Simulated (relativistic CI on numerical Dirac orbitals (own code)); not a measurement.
**Slater and spin-orbit integrals, Ba³⁹⁺**

Calculated at this level of theory: Dirac-Coulomb-Breit CI, separate exchange-only KLI orbitals for each configuration, model QED (radiative potential, 1s self-energy scaled to tabulated hydrogen-like ionisation energies), unscaled Slater integrals (own radial code, finite nucleus).

Slater integrals F^k, G^k are unscaled and averaged over j, outside the closed core [Ne]; ζ comes from projecting the Hamiltonian with its Breit term on Σ l·s of the shell.

- 3s²3p⁵: ζ(3p) = 498130 cm⁻¹; <r>(3p) = 0.259, <r^2>(3p) = 0.07749 (bohr units).
- 3s²3p⁴3d: F^2(3p,3p) = 380700, ζ(3p) = 497550, F^2(3p,3d) = 383040, G^1(3p,3d) = 402390, G^3(3p,3d) = 270780, ζ(3d) = 66946 cm⁻¹; <r>(3p) = 0.2593, <r^2>(3p) = 0.07764, <r>(3d) = 0.2296, <r^2>(3d) = 0.06088 (bohr units).
- 3s3p⁵3d: G^1(3s,3p) = 481140, ζ(3p) = 497370, G^2(3s,3d) = 302080, F^2(3p,3d) = 382800, G^1(3p,3d) = 402280, G^3(3p,3d) = 270670, ζ(3d) = 67316 cm⁻¹; <r>(3s) = 0.2666, <r^2>(3s) = 0.08103, <r>(3p) = 0.2594, <r^2>(3p) = 0.07774, <r>(3d) = 0.2298, <r^2>(3d) = 0.06099 (bohr units).

Averages of the first 10 configurations, taken without configuration mixing, which lowers the lowest level and can move excited configurations by several eV; other configurations of the list can lie among them:

```json
{"Configuration": "3s²3p⁵", "Parity": "odd", "States": "6", "Average energy above the lowest level (eV)": "39.4"}
{"Configuration": "3s3p⁶", "Parity": "even", "States": "2", "Average energy above the lowest level (eV)": "243.1"}
{"Configuration": "3s²3p⁴3d", "Parity": "even", "States": "150", "Average energy above the lowest level (eV)": "256.7"}
{"Configuration": "3s3p⁵3d", "Parity": "odd", "States": "120", "Average energy above the lowest level (eV)": "453.4"}
{"Configuration": "3p⁶3d", "Parity": "even", "States": "10", "Average energy above the lowest level (eV)": "666.5"}
{"Configuration": "3s3p⁴3d²", "Parity": "even", "States": "1350", "Average energy above the lowest level (eV)": "670.0"}
{"Configuration": "3s²3p³3d4p", "Parity": "even", "States": "1200", "Average energy above the lowest level (eV)": "1638.9"}
{"Configuration": "3p⁶4s", "Parity": "even", "States": "2", "Average energy above the lowest level (eV)": "1759.4"}
{"Configuration": "3s3p⁴3d4s", "Parity": "even", "States": "600", "Average energy above the lowest level (eV)": "1753.5"}
{"Configuration": "3s²3p⁴4s", "Parity": "even", "States": "30", "Average energy above the lowest level (eV)": "1347.2"}
```
